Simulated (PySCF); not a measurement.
Constitutional and geometric isomers with formula C2H5B. Gas-phase values, no solvent. One relaxed conformer stands for each flexible species; it need not be the lowest. Strings in code marks are SMILES.

The S1–T1 gap (TDA) from two functionals at the same geometries (PBE0-D4/def2-TZVP), both in PySCF: PBE-D3(BJ)/def2-TZVP and B3LYP-D3(BJ)/def2-TZVP. B3LYP has the VWN-RPA correlation part, as in Gaussian. Excitations are Tamm–Dancoff values on a coarser integration grid. The basis has no diffuse functions, so Rydberg states are missing or too high.

| species | PBE-D3(BJ)/def2-TZVP (eV) | B3LYP-D3(BJ)/def2-TZVP (eV) |
|---|---|---|
| `C1CB1` | 0.70 | 0.62 |
| `[H]/B=C/C` | 0.48 | 0.41 |
| `BC=C` | 1.13 | 1.64 |

Over these rows, drawn at random from the members with no instability flagged (it was tested for open shells, ions and some series alone), PBE minus B3LYP-D3(BJ): mean -0.12 eV, from -0.51 eV to +0.08 eV.
